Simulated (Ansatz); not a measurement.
Ansatz (a program for electronic structure) input (B2PLYP/def2-TZVPD):

Ansatz 0.2 input:
```yaml
crystal:
  periodic: [false, false, false]
  atoms:
    - {symbol: Si, position_ang: [1.78147396, -1.00262669, 0.44651017]}
    - {symbol: O, position_ang: [0.47932887, -0.24563296, 1.14198969]}
    - {symbol: C, position_ang: [0.01989400, 1.02244451, 0.75329737]}
    - {symbol: O, position_ang: [-0.46407097, 1.02980719, -0.56424060]}
    - {symbol: Si, position_ang: [-1.79758736, 0.17448445, -1.05665317]}
    - {symbol: H, position_ang: [1.43842256, -1.59323122, -0.86599366]}
    - {symbol: H, position_ang: [2.88364268, -0.02607326, 0.26523545]}
    - {symbol: H, position_ang: [2.17543534, -2.07028628, 1.38623219]}
    - {symbol: H, position_ang: [-0.77139886, 1.29869981, 1.45587966]}
    - {symbol: H, position_ang: [0.83081806, 1.75512708, 0.79406127]}
    - {symbol: H, position_ang: [-2.20081956, 0.76567362, -2.34742008]}
    - {symbol: H, position_ang: [-1.49398226, -1.26223826, -1.23780523]}
    - {symbol: H, position_ang: [-2.87795754, 0.31825889, -0.04996443]}
basis:
  gaussian:
    orbitals: def2-TZVPD
hamiltonian:
  xc: {name: B2PLYP}
magnetization: {spin_polarized: true, initial_magnetization: 2}
correlation: {electrons: outside_noble_gas}
```

Output:

```
Functional definition: B2PLYP
integrals: 0.72 GiB planned
1871 factors; integrals over basis functions are off by at most 6.6e-4 eV
0.45 GiB of the device are held for the grids
1.60 GiB of device memory are held for the factors and their scratch space
mean field: 2.75 GiB planned
mean field evaluation 1: about -20989.1521 eV, gradient 3.7e1 eV
mean field evaluation 2: about -20989.2266 eV, gradient 3.7e1 eV
mean field evaluation 4: about -20994.6118 eV, gradient 2.3e0 eV
mean field evaluation 8: about -20994.8319 eV, gradient 9.4e-1 eV
mean field evaluation 16: about -20994.8656 eV, gradient 1.8e-2 eV
mean field evaluation 32: about -20994.8657 eV, gradient 3.7e-3 eV
mean field evaluation 64: about -20995.2403 eV, gradient 1.0e-1 eV
mean field evaluation 96: about -20994.8303 eV, gradient 4.1e-1 eV
mean field -20995.24049160 eV, -771.5608569813 hartree, gradient 5.0e-6 eV, S^2 2.014400; 9 other end points of the search recorded, 0 dependent functions left out
13 core orbitals not correlated
reference -20995.24071051 eV, -771.5608650260 hartree; 17, 15 occupied and 245, 247 virtual orbitals, 1871 factors
second order -29.31926690 eV of doubles, -0.00000000 eV of singles
Total energy: -21003.15691257 eV, -771.8517800860 hartree
```

This state (charge 0, triplet) is run at the relaxed geometry of the species with charge 0 and multiplicity 1, and is a spin state other than that species' own.
